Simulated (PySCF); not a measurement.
**Simulated characterisation data**

[PySCF 2.14: structure optimised with GFN2-xTB; σ from GIAO-PBE0/pcSseg-1; one averaged value for each set of equivalent atoms; no solvent model; relativity neglected; single conformer]

Chemical shifts δ = σref − σ; 1H and 13C against TMS, all at this level. Where no couplings were computed, multiplicities follow the n + 1 count of equivalent neighbours, and m marks all less simple cases (inequivalent or close neighbours, rings, F or P nearby). Shifts are as computed. Against solution values, carbons near 30 ppm lie about +3 ppm off and those near 130 ppm about +5 ppm. Of 1211 compounds with measured shifts, 218 miss one by over three times the rms of a fit or turn the order of signals round; such compounds aren't used in these exercises.

**1.** 2-methylbenzotriazole (Cn1nc2ccccc2n1, C₇H₇N₃). 1H NMR (600 MHz, computed): δ 8.24 (d, 2H), 7.73 (m, 2H), 4.60 (s, 3H). 13C{1H} NMR (computed): δ 149.9, 130.7, 124.2, 43.3.

**2.** SMILES N#Cc1ccnn1C1CC1, C₇H₇N₃. 1H NMR (600 MHz, computed): δ 7.58 (m, 1H), 6.85 (m, 1H), 3.99 (m, 1H), 1.54 (m, 2H), 1.09 (m, 2H). 13C{1H} NMR (computed): δ 141.9, 121.2, 120.2, 116.6, 33.7, 11.8.
